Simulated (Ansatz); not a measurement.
Computed with Ansatz on PBE0-D4/def2-TZVP structures; ΔE is electronic, products minus reactants. CCSD(T)/CBS is the MP2 limit (def2-TZVPP, def2-QZVPP) plus CCSD(T) − MP2 in def2-TZVPP, frozen cores. This one scheme is used for every species. DFT in def2-TZVPP. B3LYP here is the variant with VWN-RPA as its local correlation; programs differ in this. HSE06 is defined as in plane-wave codes. Elements past krypton have def2 core potentials. For Te outer-core shells are correlated without core-valence functions, which leaves a few kJ/mol of doubt a bond.

Reaction (substitution at a C–F bond): `FC([SiH3])(Cl)Cl` + H₂Te → `[SiH3]C(Cl)(Cl)[TeH]` + H–F

| level | ΔE (kJ/mol) | difference from CCSD(T)/CBS |
| --- | --- | --- |
| LDA (SPW92) | -21.2 | 34.9 |
| revPBE-D4 | -38.1 | 18.0 |
| BLYP-D4 | -32.3 | 23.8 |
| r2SCAN-D4 | -23.6 | 32.5 |
| B97M-V | -20.9 | 35.2 |
| PBE0-D4 | -34.9 | 21.2 |
| B3LYP-D4 | -32.4 | 23.7 |
| r2SCANh-D4 | -25.6 | 30.5 |
| r2SCAN0-D4 | -28.1 | 28.0 |
| HSE06-D4 | -35.2 | 20.9 |
| BHLYP-D4 | -33.9 | 22.2 |
| CAM-B3LYP-D4 | -19.8 | 36.3 |
| ωB97X-V | -23.2 | 32.9 |
| ωB97M-V | -28.1 | 28.0 |
| B2PLYP | -31.0 | 25.1 |
| PBE-QIDH | -42.3 | 13.8 |
| PBE | -21.5 | 34.6 |
| revPBE | -19.0 | 37.1 |
| r2SCAN | -21.1 | 35.0 |
| PBE0 | -24.8 | 31.3 |
| B3LYP | -13.2 | 42.9 |
| r2SCANh | -22.7 | 33.4 |
| r2SCAN0 | -24.9 | 31.2 |
| HSE06 | -25.3 | 30.8 |
| CAM-B3LYP | -8.7 | 47.4 |
| LC-ωPBE | -19.8 | 36.3 |
| RPA@PBE/def2-TZVPP | -37.9 | 18.2 |
| HF/def2-SVP | 11.6 | 67.7 |
| MP2/def2-SVP | -26.7 | 29.4 |
| CCSD/def2-SVP | -7.9 | 48.2 |
| CCSD(T)/def2-SVP | -10.6 | 45.5 |
| SCS-MP2/def2-TZVPP | -52.6 | 3.5 |
| CCSD/def2-TZVPP | -36.9 | 19.2 |
| CCSD(T)/def2-TZVPP | -42.7 | 13.4 |
| HF/def2-QZVPP | -4.5 | 51.6 |
| MP2/def2-QZVPP | -74.1 | -18.0 |
| SCS-MP2/def2-QZVPP | -60.0 | -3.9 |
| HF/CBS(def2) | -4.7 | 51.4 |
| MP2/CBS(def2) | -79.4 | -23.3 |
| CCSD/CBS(def2) | -50.3 | 5.8 |
| CCSD(T)/CBS | -56.1 | 0 |

Largest T1 diagnostic among the species: 0.012.

From BLYP to BHLYP (50 % exact exchange), in def2-TZVPP and without D4, ΔE moves by −3.9 kJ/mol. At CCSD(T), def2-SVP lies +45.5 kJ/mol from the extrapolated value and def2-TZVPP +13.4 kJ/mol.

CCSD(T)/CBS has its own doubt, a few kJ/mol and more with outer-core shells, so smaller differences from it don't rank the levels.
